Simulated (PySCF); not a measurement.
A structure optimised at r2SCAN-D4/def2-SVP, used in a PySCF frequency run:

```xyz
9

F      1.6901    -0.0703    -0.8928
C      0.9574     0.2200     0.2105
C     -0.1002     1.3133     0.0835
C     -0.4848    -0.1177     0.1923
F     -0.9883    -0.7396    -0.8819
F     -1.0671    -0.5627     1.3202
H      1.5179     0.1268     1.1487
H     -0.2648     1.9779     0.9364
H     -0.1995     1.7556    -0.9126
```

Q: Write its SMILES and formula.

A: F[C@H]1CC1(F)F, C3H3F3

Q: What are its rotational constants (standard atomic weights)?

A: 5.8063, 3.0419, 2.6294 GHz
